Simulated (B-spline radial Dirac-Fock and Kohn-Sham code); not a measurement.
Run log: Eu⁺

ΔSCF core binding energies without Breit or QED terms, calculated with a radial B-spline solver. Keys: rel is the Hamiltonian (dirac, or spin-free x2c and nr, where L3 and M5 stand for the whole 2p and 3d shells), method is hf or an exchange,correlation pair (spin-unpolarised, also for the hole states), nuc the nuclear model, radius_factor scales its radius, rmax is the box in bohr, h the logarithmic mesh step, order the B-spline order, points the quadrature points per cell, c_factor scales the speed of light, and damp, ndamp, maxit and tol steer the iteration. The run stops when the commutator error falls below 10·tol·max(1, Z/10), or the numerical noise floor, and the energy has settled to about 1e-8 Ha; the virial ratio is −V/T.

Input (task.json):

```json
{"items": [{"Z": 63, "q": 1, "cfg": [[1, 0, 2], [2, 0, 2], [2, 1, 6], [3, 0, 2], [3, 1, 6], [3, 2, 10], [4, 0, 2], [4, 1, 6], [4, 2, 10], [4, 3, 7], [5, 0, 2], [5, 1, 6], [6, 0, 1]], "A": 153, "rrms": 5.1115, "do": "settings", "holes": ["K", "L3", "M5"],
  "settings": [{"rel": "dirac", "method": "hf", "nuc": "fermi", "radius_factor": 1.0, "rmax": 45.0, "h": 1.3, "order": 8, "points": 10, "c_factor": 1.0, "maxit": 100, "damp": 0.5, "ndamp": 3, "tol": 1e-08}]}]}
```

Command: `python xray2_run.py task.json out`

Ground-state iterations:

```
iter   energy (Ha)        error
   1   -10258.90603126  4.94e+00
   2   -10331.12249213  2.27e+00
   3   -10341.55471622  8.35e-01
   4   -10344.05128277  3.59e-01
   5   -10344.45359997  1.71e-01
   6   -10344.49852100  2.94e-02
   7   -10344.50006702  1.58e-03
   8   -10344.50007240  4.88e-05
   9   -10344.50007242  9.00e-06
  10   -10344.50007242  4.59e-07
```

The ground state converged in 10 iterations, with total energy -10344.50007 Ha, virial ratio 1.74094 and highest orbital energy -7.12 eV. ΔSCF binding energies: K (1s) 47809.8 eV, L3 (2p3/2) 6757.0 eV, M5 (3d5/2) 1346.4 eV.

Task: One setting is unsound. Which, and why?

Result: h is too large to resolve the orbitals. With the default settings (Dirac Hartree-Fock): The ground state converged in 11 iterations, with total energy -10846.30806 Ha, virial ratio 1.91988 and highest orbital energy -10.42 eV. ΔSCF binding energies: K (1s) 48732.4 eV, L3 (2p3/2) 7003.1 eV, M5 (3d5/2) 1143.9 eV.
